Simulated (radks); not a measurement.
Results of a calculation; reference values are marked as such.
Q: The table gives one normalised radial function P(r) = r R(r) of Be2+ in [He] (r in bohr). Code: a radial shooting solver on a logarithmic mesh with Libxc functionals. Model: non-relativistic Kohn-Sham, LDA (Slater exchange, Perdew-Wang correlation), spin-polarised, spherical densities, point nucleus.

r	P
0.02002	0.2695
0.02349	0.3120
0.02735	0.3576
0.03184	0.4090
0.03736	0.4695
0.04349	0.5334
0.05104	0.6075
0.05942	0.6842
0.06917	0.7664
0.08118	0.8579
0.0945	0.9478
0.1109	1.0432
0.1291	1.1314
0.1503	1.2135
0.1764	1.2883
0.2053	1.3430
0.241	1.3775
0.2805	1.3831
0.3266	1.3579
0.3832	1.2952
0.4461	1.2012
0.5236	1.0694
0.6095	0.9194
0.7096	0.7552
0.8327	0.5796
0.9694	0.4232
1.138	0.2812
1.324	0.1750
1.542	0.0988

Which n and l does it have? It may be an empty orbital.

A: n = 1, l = 0: the number of nodes gives n - l - 1 = 0, the rise at small r (about r^(l+1)) gives l, and the extent must fit the shell. The curve is that of 1s. 1s: eigenvalue -130.78 eV, 0 radial nodes, <r> = 0.421 bohr, 90 % of the charge inside 0.758 bohr.
